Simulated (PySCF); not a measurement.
# Peak assignment

Bonds (- single, = double, # triple, : aromatic): F1-C2 1.358 Å, C2=C3 1.325 Å, C3-Si4 1.855 Å, Si4-F5 1.605 Å, Si4-F6 1.605 Å, Si4-C7 1.862 Å, C7=C8 1.330 Å, C8-C9 1.494 Å, C9-C2 1.491 Å. C3 carries H10; C7 carries H11; C8 carries H12; C9 carries H13, H14.

[PySCF 2.14.0 with density-fitted response routines: NMR shieldings at PBE0/pcSseg-1/GIAO; structure optimised with GFN2-xTB; equivalent nuclei averaged; non-relativistic; single conformer; no solvent model]

δ = σ(ref) − σ, references computed at the same level: ¹³C, ¹H vs TMS.

**Question.** Assign these signals to the numbered atoms. ¹³C{¹H} NMR (computed): δ 183.3 (C), 155.9 (CH), 127.6 (CH), 100.6 (CH), 36.6 (CH2).

**Answer.** 
```tsv
δ (ppm)	atoms	environment	reason
183.3	C2	fully substituted alkene carbon	–
155.9	C8	alkene CH	an sp2 carbon of a C=C bond
127.6	C7	alkene CH	–
100.6	C3	alkene CH	–
36.6	C9	allylic sp3 CH2	a saturated carbon with 2 carbon neighbours and no heteroatom attached
```

**Question.** Assign these signals to the numbered atoms. ¹H NMR (400 MHz, computed): δ 7.08 (m, 1H), 6.19 (m, 1H), 5.51 (m, 1H), 3.12 (m, 2H).

**Answer.** 
```tsv
δ (ppm)	atoms	environment	reason
7.08	H12	hydrogen on an alkene CH	a vinylic proton, deshielded by the sp2 carbon and the C=C anisotropy
6.19	H11	hydrogen on an alkene CH	–
5.51	H10	hydrogen on an alkene CH	–
3.12	H13/H14	hydrogen on an allylic sp3 CH2	allylic position
```

Splittings by ¹⁹F in the carbon and heteronuclear signals aren't shown, as no couplings were computed. Shifts are as computed. Against solution values, carbons near 30 ppm lie about +3 ppm off and those near 130 ppm about +5 ppm. Of 1211 compounds with measured shifts, 218 miss one by over three times the rms of a fit or turn the order of signals round; such compounds aren't used in these exercises. No couplings were computed; multiplicities are counted from neighbouring protons, with m where these are inequivalent, close in shift, in a saturated or five-membered ring or joined by F or P, and br s for small geminal =CH2 splittings.
